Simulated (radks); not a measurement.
Results of a calculation; reference values are marked as such.
The zirconium ion Zr+, 39 electrons, occupied as [Kr] 4d2 5s1.

Code: a radial shooting solver on a logarithmic mesh with Libxc functionals. Model: Dirac Kohn-Sham, PBE, spin-unpolarised, spherical densities, point nucleus; open shells fill j = l - 1/2 first.

Energy parts (hartree):
| part | energy |
|---|---|
| total | -3598.69990 |
| kinetic | 3719.03455 |
| electron-nucleus | -8675.52693 |
| Hartree | 1471.72057 |
| exchange-correlation | -113.92809 |

Orbitals (lengths in bohr, moments of r in powers of bohr):
orbital,occ.,eigenvalue (hartree),<r^4>,<r>
1s1/2,2,-655.0167,8.871e-06,0.03706
2s1/2,2,-90.95056,0.001672,0.1623
2p1/2,2,-83.27444,0.001121,0.1387
2p3/2,4,-80.11918,0.001242,0.1430
3s1/2,2,-15.10934,0.09051,0.4583
3p1/2,2,-12.25200,0.09610,0.4549
3p3/2,4,-11.74970,0.1049,0.4654
3d3/2,4,-6.71358,0.1197,0.4505
3d5/2,6,-6.62183,0.1232,0.4540
4s1/2,2,-2.24505,4.256,1.213
4p1/2,2,-1.48021,6.970,1.347
4p3/2,4,-1.41509,7.641,1.378
4d3/2,2,-0.36858,61.05,2.128
5s1/2,1,-0.36482,268.2,3.431
4d5/2,0,-0.36341,63.43,2.148

The highest occupied level is 5s1/2 at -9.927 eV. The density falls to 0.001 e/bohr^3 at r = 4.48 bohr. For comparison, the ionisation energy in NIST's Atomic Spectra Database is 13.130 eV (measured). In exact Kohn-Sham theory the highest level is minus the ionisation energy, but local and semilocal functionals leave it too shallow, through self-interaction and a potential that decays too fast; potentials with the right tail come closer.

Beside tabulated values, note that spin-unpolarised runs miss the spin-polarisation part of the exchange energy of open shells.
